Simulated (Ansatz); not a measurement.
`B[SiH2]C(F)Cl`, charge 0, multiplicity 1.

(1) Give a relaxed structure at PBE0-D4/def2-TZVP (the Gaussian-basis code of Ansatz). (An estimate is asked.)

## Answers

(1) Computed: 
Cartesian coordinates in Å:
```
B -0.870 1.671 0.322
Si 0.111 0.233 -0.680
C 0.489 -1.283 0.421
F -0.677 -1.795 0.936
Cl 1.312 -2.549 -0.521
H -1.390 2.567 -0.274
H -0.925 1.694 1.516
H -0.627 -0.263 -1.870
H 1.426 0.788 -1.112
H 1.150 -1.062 1.262
```
This is one stationary point; other conformers may exist.
